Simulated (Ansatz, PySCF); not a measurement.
Ti(OH)3 (H₃O₃Ti), SMILES [OH][Ti+]([OH])[OH], charge +1, multiplicity 1. Atoms are numbered in the order given.

```xyz
7

Ti     0.0000     0.0000    -0.2623
O     -1.3022     1.0282     0.1666
H     -1.7159     1.7958     0.5910
O      1.5416     0.6137     0.1666
H      2.4132     0.5882     0.5910
O     -0.2393    -1.6419     0.1666
H     -0.6972    -2.3839     0.5910
```
Charge +1, spin multiplicity 1.

Coordinates come from a PBE0-D3(BJ)/def2-SVP optimisation. The spin state was assumed, not searched. The isomer is the one that the SMILES or the coordinates give; other isomers of the formula were not compared. One conformer was computed; it need not be the lowest.

Vertical ionisation energy (IE) and electron affinity (EA) in eV. Rows of orbital energies are one-electron estimates. Where ΔSCF, EOM or ADC give a negative EA the extra electron is unbound and the value depends on the basis.

```json
[
 {"level": "−ε(HOMO), −ε(LUMO), B3LYP/def2-TZVPD (PySCF)", "IE": "14.75", "EA": "9.05"},
 {"level": "−ε(HOMO), −ε(LUMO), PBE/def2-TZVPD (PySCF)", "IE": "13.34", "EA": "9.63"},
 {"level": "ΔSCF, PBE0/def2-SVPD (Ansatz), final states of multiplicity 2 and 2", "IE": "17.37", "EA": "6.84"},
 {"level": "ΔSCF, PBE/def2-SVPD (Ansatz), final states of multiplicity 2 and 2", "IE": "16.89", "EA": "6.44"}
]
```

Q: What vertical singlet–triplet gap does ΔSCF give with PBE0/def2-SVPD (Ansatz, an electronic-structure program) and with PBE/def2-SVPD (Ansatz)? (The exact figures need the calculation; the answer reports its results.)

A: 4.03 and 4.02 eV (triplet above singlet where positive).
